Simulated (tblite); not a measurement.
Input of a run (GFN2-xTB geometry optimisation, gas phase (tblite 0.8.0)), started from a force field or distance geometry:
```
{"job": {"kind": "relax", "xc": "GFN2-xTB", "basis": "xTB"}, "charge": 0, "multiplicity": 1}
C      3.099100    -0.580200     2.103500
C      2.726700    -0.520300     0.819200
C      1.312300    -0.253700     0.587400
C      0.846200    -0.170700    -0.661800
C     -0.568700     0.092400    -0.869200
C     -1.117600     0.183100    -2.083100
S     -1.611400     0.320500     0.571300
C     -3.283000     0.639700    -0.064600
H      2.384100    -0.431100     2.910200
H      4.145800    -0.781800     2.320400
H      3.412200    -0.670800     0.007100
H      0.635600    -0.112200     1.453100
H      1.549300    -0.325700    -1.470200
H     -2.185100     0.392400    -2.093700
H     -0.570000     0.073500    -2.998500
H     -3.914000     0.888400     0.803300
H     -3.275400     1.536800    -0.741700
H     -3.595000    -0.274000    -0.604400
```

Output (eV, eV/Å):
```
step      E/eV     max force
  0    -632.14060    2.032
  1    -632.25630    0.792
  2    -632.31620    0.678
  3    -632.36568    0.599
  4    -632.40363    0.428
  5    -632.43137    0.505
  6    -632.45084    0.425
  7    -632.46430    0.356
  8    -632.47142    0.164
  9    -632.47595    0.178
 10    -632.47968    0.139
 11    -632.48235    0.119
 12    -632.48439    0.125
 13    -632.48636    0.130
 14    -632.48830    0.104
 15    -632.48988    0.087
 16    -632.49100    0.089
 17    -632.49186    0.094
 18    -632.49268    0.094
 19    -632.49352    0.068
 20    -632.49434    0.066
 21    -632.49515    0.066
 22    -632.49601    0.081
 23    -632.49684    0.079
 24    -632.49753    0.052
 25    -632.49806    0.052
 26    -632.49850    0.061
 27    -632.49895    0.072
 28    -632.49946    0.061
 29    -632.50000    0.060
 30    -632.50046    0.058
 31    -632.50081    0.068
 32    -632.50113    0.077
 33    -632.50148    0.059
 34    -632.50187    0.055
 35    -632.50224    0.049
 36    -632.50260    0.059
 37    -632.50303    0.069
 38    -632.50351    0.063
 39    -632.50393    0.051
 40    -632.50421    0.041
 41    -632.50442    0.051
 42    -632.50465    0.046
 43    -632.50489    0.033
 44    -632.50506    0.023
 45    -632.50514    0.018
 46    -632.50519    0.019
 47    -632.50526    0.026
 48    -632.50535    0.024
 49    -632.50544    0.021
 50    -632.50550    0.018
 51    -632.50555    0.018
 52    -632.50559    0.016
 53    -632.50562    0.010
 54    -632.50563    0.006
```

Summarise the run.

The energy falls by 8.4 kcal/mol over 54 L-BFGS steps, the largest force on an atom goes from 2.03 to 0.006 eV/Å, and the atoms move by 0.138 Å rms after alignment. The bond that changes most is C8–H17 (S-methyl carbon to methyl hydrogen), which shortens by 0.038 Å. Bonds longer at the end by more than 0.005 Å: 1 of 17; shorter: 11. Among the angles that change most is C5–C6–H14, from 115.2° to 124.0°. The energy never rose by more than 1e-5 eV on the way. The first step brought 32 % of the lowering.

What are the final bond lengths?

C1=C2 1.331 Å, C2–C3 1.439 Å, C3=C4 1.340 Å, C4–C5 1.448 Å, C5=C6 1.336 Å, C5–S7 1.774 Å, S7–C8 1.813 Å, C1–H9 1.078 Å, C1–H10 1.076 Å, C2–H11 1.083 Å, C3–H12 1.082 Å, C4–H13 1.083 Å, C6–H14 1.074 Å, C6–H15 1.077 Å, C8–H16 1.086 Å, C8–H17 1.086 Å, C8–H18 1.086 Å. Numbering counts from 1 in the input's order; the species is `C=C/C=C/C(=C)SC`.

Its GFN2-xTB frequencies are all real (lowest 43 cm⁻¹). One conformer, not necessarily the lowest. 3 starts were optimised and ended at 0.00, 1.74 and 7.15 kcal/mol (GFN2-xTB); the lowest of these is shown.

The values belong to the conformer `[CH2:1]=[CH:2]/[CH:3]=[CH:4]/[C:5](=[CH2:6])[S:7][CH3:8]`: C1–C2–C3–C4 180°, C3–C4–C5–C6 -179°, C4–C5–S7–C8 180°.

The numbers are calculated, not measured.
